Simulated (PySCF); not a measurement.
## Radial density of La⁺ (lanthanum, charge +1)

UHF, [Xe] 5d2, high-spin 3F determinant. All numbers are calculated (PySCF 2.14, scalar relativity through the core potential, in def2-TZVPPD with the def2 core potential (46 electrons)). This is the valence pseudo-density: the core potential removes the inner electrons and smooths the orbitals near the nucleus.

```json
{"r (bohr)": "0.110", "4πr²ρ (e/bohr)": "2.672e-05", "4πr²(ρα − ρβ)": "0.0000"}
{"r (bohr)": "0.185", "4πr²ρ (e/bohr)": "0.0001483", "4πr²(ρα − ρβ)": "0.0000"}
{"r (bohr)": "0.311", "4πr²ρ (e/bohr)": "0.001351", "4πr²(ρα − ρβ)": "0.0000"}
{"r (bohr)": "0.523", "4πr²ρ (e/bohr)": "0.03193", "4πr²(ρα − ρβ)": "-0.0001"}
{"r (bohr)": "0.880", "4πr²ρ (e/bohr)": "1.202", "4πr²(ρα − ρβ)": "0.0058"}
{"r (bohr)": "1.48", "4πr²ρ (e/bohr)": "6.701", "4πr²(ρα − ρβ)": "0.3433"}
{"r (bohr)": "2.49", "4πr²ρ (e/bohr)": "2.767", "4πr²(ρα − ρβ)": "0.8410"}
{"r (bohr)": "4.19", "4πr²ρ (e/bohr)": "0.3141", "4πr²(ρα − ρβ)": "0.2731"}
{"r (bohr)": "7.04", "4πr²ρ (e/bohr)": "0.01216", "4πr²(ρα − ρβ)": "0.0121"}
{"r (bohr)": "11.8", "4πr²ρ (e/bohr)": "1.557e-05", "4πr²(ρα − ρβ)": "0.0000"}
```

Energies and moments cover only the electrons outside the core potential. Spin-orbit coupling, absent here, splits the open shell strongly.
